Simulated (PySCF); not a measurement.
# Adding and removing an electron: SbF

r²SCANh; PySCF, scalar-relativistic core potentials, basis sets Sb def2-TZVPPD with ECP28, F def2-TZVPPD. Neutral (UKS): triplet (π ↑↑), Re = 1.920 Å, ωe = 612 cm⁻¹, De = 4.10 eV, HOMO -6.08 eV, LUMO -2.94 eV.

SbF⁺ (UKS): doublet (π ↑), Re = 1.848 Å, ωe = 724 cm⁻¹, De = 4.32 eV to Sb⁺ + F. The energies at the minima are -340.17577 hartree for SbF and -339.84690 for SbF⁺.

Q: Work out the adiabatic ionisation energy, without and with harmonic zero-point energies (1 hartree = 27.2114 eV, 1 eV = 8065.5 cm⁻¹), and the change of the bond length.

A: At r²SCANh: 0.32887 hartree = 8.949 eV between the minima; the zero-point term (724.0 − 612.0)/2 cm⁻¹ = +0.007 eV makes it 8.956 eV. Re changes by -7.2 pm against the neutral. The electron leaves a π orbital, and the shorter bond of the ion fits an antibonding orbital, or a change in how ionic the bond is.

These are scalar-relativistic numbers at best; spin–orbit coupling would shift them, the dissociation energy most. For an ion De counts to the pair picked by the measured ionisation energies or electron affinities, which need not be the lowest pair at this level. States were picked by a PBE0 search and need not be the measured ground states.
